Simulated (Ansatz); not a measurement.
The cluster Al₆Ge, relaxed as a singlet with RKS B3LYP-D4/def2-SVP in Ansatz, starting from packed atoms. Force threshold 0.02 eV/Å.

The restricted singlet is unstable towards broken spin symmetry in Hartree–Fock (as tested in another run); at B3LYP-D4/def2-SVP this wasn't settled. Another isomer (singlet) lies 0.20 eV lower at PBE0-D4/def2-TZVP; other spin states weren't run for this one.

Start:

Cartesian coordinates in Å:
```
Ge -1.8488 -0.5102 0.8499
Al 0.5827 -0.3166 0.9746
Al 0.0790 -2.5030 -0.2667
Al -1.0571 0.2442 -1.4839
Al -0.9678 1.7455 0.9087
Al 1.1304 1.7340 -0.2529
Al 2.0817 -0.3939 -0.7297
```

```json
{"step": "1", "energy (eV)": "-96081.6030", "largest force component (eV/Å)": "2.992", "SCF passes": "32"}
{"step": "2", "energy (eV)": "-96082.5979", "largest force component (eV/Å)": "1.606", "SCF passes": "41"}
{"step": "3", "energy (eV)": "-96083.1638", "largest force component (eV/Å)": "0.844", "SCF passes": "40"}
{"step": "4", "energy (eV)": "-96083.5888", "largest force component (eV/Å)": "0.745", "SCF passes": "31"}
{"step": "5", "energy (eV)": "-96083.9066", "largest force component (eV/Å)": "0.871", "SCF passes": "31"}
{"step": "6", "energy (eV)": "-96084.1927", "largest force component (eV/Å)": "0.507", "SCF passes": "25"}
{"step": "7", "energy (eV)": "-96084.3511", "largest force component (eV/Å)": "0.242", "SCF passes": "24"}
{"step": "8", "energy (eV)": "-96084.3991", "largest force component (eV/Å)": "0.282", "SCF passes": "24"}
{"step": "9", "energy (eV)": "-96084.4603", "largest force component (eV/Å)": "0.235", "SCF passes": "25"}
{"step": "10", "energy (eV)": "-96084.5443", "largest force component (eV/Å)": "0.291", "SCF passes": "29"}
{"step": "11", "energy (eV)": "-96084.5786", "largest force component (eV/Å)": "0.148", "SCF passes": "25"}
{"step": "12 (rejected)", "energy (eV)": "-96084.5573", "largest force component (eV/Å)": "0.218", "SCF passes": "24"}
{"step": "13", "energy (eV)": "-96084.5953", "largest force component (eV/Å)": "0.064", "SCF passes": "25"}
{"step": "14", "energy (eV)": "-96084.5966", "largest force component (eV/Å)": "0.051", "SCF passes": "25"}
{"step": "15", "energy (eV)": "-96084.5972", "largest force component (eV/Å)": "0.005", "SCF passes": "26"}
```

Force components are those of the run's own axes.

End:

```
atom   x (Å)   y (Å)   z (Å)
 Ge1  -1.734  -0.913   1.585
 Al2   0.686  -0.203   1.512
 Al3  -0.304  -1.738  -0.516
 Al4  -0.887   0.272  -1.996
 Al5  -1.188   1.370   0.304
 Al6   1.382   1.769  -0.141
 Al7   2.045  -0.557  -0.749
```

Bonds lost: Ge1–Al4 (atoms count from 1). Bonds formed: Al3–Al4 (atoms count from 1).

No frequencies were taken in this run, so the end may be a saddle point.

Run time 50 s (4 threads of Arm Neoverse V2 on a shared host).
